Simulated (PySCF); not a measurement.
Mapped SMILES: `[CH3:1][c:2]1[n:3][n:4]2[cH:5][cH:6][cH:7][cH:8][c:9]2[p:10]1` (H(Xn): hydrogen on atom n).

Rapidly exchanging positions averaged, no solvent, non-relativistic, single conformer. GFN2-xTB structure; shieldings: GIAO PBE0/pcSseg-1; PySCF 2.14.

Referencing at the same level of theory: TMS for ¹³C (σ = 186.93 ppm) and ¹H (σ = 31.72 ppm); ¹⁵N (σ = 267.73 ppm) against NH3; ³¹P (σ = 318.38 ppm) against H3PO4.

```json
{"atoms": "H(C6)", "nucleus": "¹H", "count": "1", "δ (ppm)": "7.10"}
{"atoms": "H(C7)", "nucleus": "¹H", "count": "1", "δ (ppm)": "7.23"}
{"atoms": "C9", "nucleus": "¹³C", "count": "1", "δ (ppm)": "174.9"}
{"atoms": "C5", "nucleus": "¹³C", "count": "1", "δ (ppm)": "137.5"}
{"atoms": "H(C8)", "nucleus": "¹H", "count": "1", "δ (ppm)": "?"}
{"atoms": "C7", "nucleus": "¹³C", "count": "1", "δ (ppm)": "?"}
{"atoms": "H(C1)", "nucleus": "¹H", "count": "3", "δ (ppm)": "3.05"}
{"atoms": "C6", "nucleus": "¹³C", "count": "1", "δ (ppm)": "119.3"}
{"atoms": "N4", "nucleus": "¹⁵N", "count": "1", "δ (ppm)": "?"}
{"atoms": "C2", "nucleus": "¹³C", "count": "1", "δ (ppm)": "188.6"}
{"atoms": "P10", "nucleus": "³¹P", "count": "1", "δ (ppm)": "83.0"}
{"atoms": "H(C5)", "nucleus": "¹H", "count": "1", "δ (ppm)": "8.94"}
{"atoms": "C1", "nucleus": "¹³C", "count": "1", "δ (ppm)": "?"}
{"atoms": "N3", "nucleus": "¹⁵N", "count": "1", "δ (ppm)": "348.6"}
{"atoms": "C8", "nucleus": "¹³C", "count": "1", "δ (ppm)": "?"}
```

Estimate the values marked ?.

Results:


- C8: 133.1 ppm, aromatic CH; the aromatic region
- C7: 127.2 ppm, aromatic CH; the aromatic region
- C1: 21.6 ppm, methyl carbon on an aromatic ring; saturated and bonded to C and H only
- H(C8): 8.32 ppm, hydrogen on an aromatic CH; aromatic region
- N4: 270.0 ppm, pyrrole-type ring nitrogen

Shifts are as computed. Against solution values, carbons near 30 ppm lie about +3 ppm off and those near 130 ppm about +5 ppm. Of 1211 compounds with measured shifts, 218 miss one by over three times the rms of a fit or turn the order of signals round; such compounds aren't used in these exercises. Experimental scales use liquid or dissolved standards, which lie at an offset from isolated NH3 (liquid NH3: subtract about 20 ppm) and H3PO4. Unscaled 15N shifts of sp2 nitrogen come out 20 to 40 ppm too high even then.
